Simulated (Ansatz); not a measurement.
CH5NOSi2, SMILES `O[SiH]1C=N[SiH2]1`. Total charge 0; spin multiplicity 1. The geometry is a stationary point of PBE0-D4/def2-TZVP. It is one conformer, not always the lowest.

```xyz
10

O    -1.475    0.502    1.765
Si   -0.956   -0.030    0.296
C     0.421   -1.345    0.105
N     1.265   -0.903   -0.757
Si    0.782    0.804   -1.023
H    -0.825    0.898    2.348
H    -2.198   -0.462   -0.398
H     0.550   -2.356    0.515
H     1.777    1.715   -0.394
H     0.658    1.178   -2.458
```

Q: What is the dipole moment at r2SCAN/def2-TZVPP? (Best estimate.)

A: The calculation gave: 1.68 D, with components (-0.23, 0.92, 1.38) D in this frame, pointing from negative to positive charge.

Q: And with PBE, B3LYP, ωB97M-V? (Best estimate.)

A: Computed: PBE 1.63 D, B3LYP 1.70 D, ωB97M-V 1.74 D.

Q: Give the Mulliken charges with r2SCAN, B3LYP, PBE in def2-TZVPP. (Estimate.)

A: The calculation gave: 
```
atom  r2SCAN  B3LYP    PBE
  O1   -0.41  -0.38  -0.34
 Si2    0.41   0.39   0.32
  C3   -0.02  -0.11  -0.09
  N4   -0.31  -0.27  -0.20
 Si5    0.31   0.29   0.21
  H6    0.20   0.19   0.19
  H7   -0.07  -0.06  -0.05
  H8    0.05   0.09   0.08
  H9   -0.07  -0.07  -0.06
 H10   -0.08  -0.07  -0.06
```

B3LYP here is the variant with VWN-RPA as its local correlation; programs differ in this.
